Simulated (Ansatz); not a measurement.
Ideal-gas functions of Cl3FZr (`[F][Zr]([Cl])([Cl])[Cl]`) at 800 K and 1 bar, from an Ansatz frequency run at PBE0-D4/def2-TZVP.

Molar mass 216.58 g/mol, point group C3v (symmetry number 3), electronic degeneracy 1, moments of inertia 375.215, 375.219, 512.102 u Å². Harmonic wavenumbers (cm⁻¹, unscaled): 100, 100, 109, 146, 146, 393, 432, 432, 692.

Use S(trans) = R[1.5 ln M + 2.5 ln T − 1.1517]; rotational temperatures θ = 24.2544 K / I; S(rot) = R[ln(√π/σ · √(T³/θAθBθC)) + 1.5]; for each mode x = 1.438777 ν̃/T, S = R[x/(eˣ − 1) − ln(1 − e⁻ˣ)] and H = RT x/(eˣ − 1); 1 cm⁻¹ = 0.0119627 kJ/mol; R = 8.31446 J/(mol·K).

**Question.** By hand: the entropy, in J/(mol·K).

**Answer.** Translation 196.4. Rotation: θ = 0.0646, 0.0646, 0.0474 K, giving 126.9. Vibration, mode by mode: 22.59, 22.59, 21.88, 19.46, 19.46, 11.37, 10.62, 10.62, 7.01, in all 145.6. Electronic 0.0. Sum 468.9 J/(mol·K).

**Question.** By hand: H − E and G − E in kJ/mol, counted from the electronic energy.

**Answer.** Zero-point energy ½ × 2550 × 0.0119627 = 15.3; thermal vibration 46.5; translation, rotation and pV give 4 RT = 26.6. H − E = 88.4 kJ/mol, and G − E = 88.4 − 800 × 468.9/1000 = -286.7 kJ/mol.

Vibration gives 31 % of the entropy, 106.0 J/(mol·K) of it from the modes under 150 cm⁻¹: soft modes count most, and the harmonic formula is weakest for them.
